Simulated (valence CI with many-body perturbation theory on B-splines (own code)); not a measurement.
## Forbidden lines of Sn⁴⁵⁺

Computed by configuration interaction combined with many-body perturbation theory (CI+MBPT): three valence electrons over a frozen Dirac-Fock core [He], a basis of 11 s, 11 p, 9 d, 7 f, 5 g, 2 h, 1 i functions for each j, with the one-electron correlation potential Σ1 (screened to all orders), the two-electron term Σ2, the three-electron term Σ3, Breit, model QED; selected single and double excitations, second order for the rest (own B-spline code, finite nucleus).

The last digits are not significant, and no measured levels were compared; by estimate large intervals hold to a few tenths of a per cent, small ones and those within an open d or f shell to about a per cent.

Lines 1 to 25 of 25 in falling wavelength, among levels below 373.98 Ry, chosen from the decays that carry over 1 % of a level's rate. Wavelengths and rates use the calculated energies. Electric multipoles are in the length gauge, E1 and E2 with the static RPA response of the core. Weak lines are less certain than strong ones. Lines between different terms over intervals too small for the method are left out, as are lines whose strength nearly cancels. The highest levels of a list are the least certain.

Levels are named by their leading jj configuration (3d3/2^4 stands for four electrons in 3d with j = 3/2), which in mixed levels can hold well under half, so a name can repeat and another be missing. Letters in brackets count levels of one name in rising energy.

```csv
λ vac (nm),Upper,Lower,Type,A (s⁻¹),Branch %
5.843,(2s 2p1/2 2p3/2) J=3/2 [a],(2s 2p1/2^2) J=1/2,M1,6.93e+07,3.9
4.848,(2s^2 2p3/2) J=3/2,(2s^2 2p1/2) J=1/2,M1,7.74e+07,41.3
0.2996,(2s 2p3/2 3p3/2) J=7/2,(2s 2p3/2^2) J=3/2,E2,5.52e+09,1.7
0.2981,(2s^2 3p1/2) J=1/2,(2s^2 2p3/2) J=3/2,E2,2.71e+11,13.0
0.2948,(2s 2p3/2 3p3/2) J=7/2,(2s 2p3/2^2) J=5/2,E2,8.08e+10,24.9
0.2940,(2s 2p3/2 3p3/2) J=1/2 [b],(2s 2p3/2^2) J=3/2,E2,1.41e+11,3.7
0.2936,(2s 2p1/2 3p3/2) J=5/2,(2s 2p1/2 2p3/2) J=5/2,E2,7.55e+10,1.4
0.2909,(2s 2p3/2 3d5/2) J=9/2,(2s 2p3/2^2) J=5/2,M2,3.42e+09,42.2
0.2909,(2s 2p3/2 3d5/2) J=9/2,(2s 2p3/2^2) J=5/2,E3,1.65e+08,2.0
0.2893,(2s 2p3/2 3p3/2) J=1/2 [b],(2s 2p3/2^2) J=5/2,E2,6.05e+10,1.6
0.2785,(2s 2p3/2 3p3/2) J=7/2,(2s 2p1/2 2p3/2) J=5/2,E2,8.02e+10,24.7
0.2778,(2s 2p1/2 3p3/2) J=5/2,(2s 2p1/2^2) J=1/2,E2,1.47e+11,2.7
0.2767,(2s 2p3/2 3p3/2) J=7/2,(2s 2p1/2 2p3/2) J=3/2 [a],E2,1.10e+11,33.8
0.2765,(2s 2p3/2 3p3/2) J=1/2 [b],(2s 2p1/2 2p3/2) J=3/2 [b],E2,1.53e+11,4.0
0.2751,(2s 2p3/2 3d5/2) J=9/2,(2s 2p1/2 2p3/2) J=5/2,M2,6.52e+08,8.0
0.2751,(2s 2p3/2 3d5/2) J=9/2,(2s 2p1/2 2p3/2) J=5/2,E3,1.74e+08,2.1
0.2733,(2s 2p3/2 3d5/2) J=9/2,(2s 2p1/2 2p3/2) J=3/2 [a],E3,2.94e+08,3.6
0.2686,(2p1/2 2p3/2 3d3/2) J=7/2,(2s 2p1/2 2p3/2) J=3/2 [b],E2,1.92e+11,15.5
0.2662,(2p1/2^2 3d3/2) J=3/2,(2s 2p1/2^2) J=1/2,E2,7.03e+11,1.3
0.2659,(2p1/2 2p3/2 3d3/2) J=7/2,(2s 2p1/2 2p3/2) J=5/2,E2,3.51e+11,28.4
0.2649,(2p1/2 2p3/2 3d3/2) J=5/2 [a],(2s 2p1/2 2p3/2) J=3/2 [a],E2,3.56e+11,1.1
0.2648,(2p1/2 2p3/2 3d3/2) J=1/2 [a],(2s 2p1/2 2p3/2) J=3/2 [a],E2,6.52e+11,1.4
0.2647,(2p1/2 2p3/2 3d5/2) J=9/2,(2s 2p1/2 2p3/2) J=5/2,E2,7.42e+11,78.9
0.2643,(2p1/2 2p3/2 3d3/2) J=7/2,(2s 2p1/2 2p3/2) J=3/2 [a],E2,1.81e+11,14.6
0.2638,(2p1/2 2p3/2 3d5/2) J=7/2,(2s 2p1/2 2p3/2) J=3/2 [a],E2,5.52e+11,5.6
```
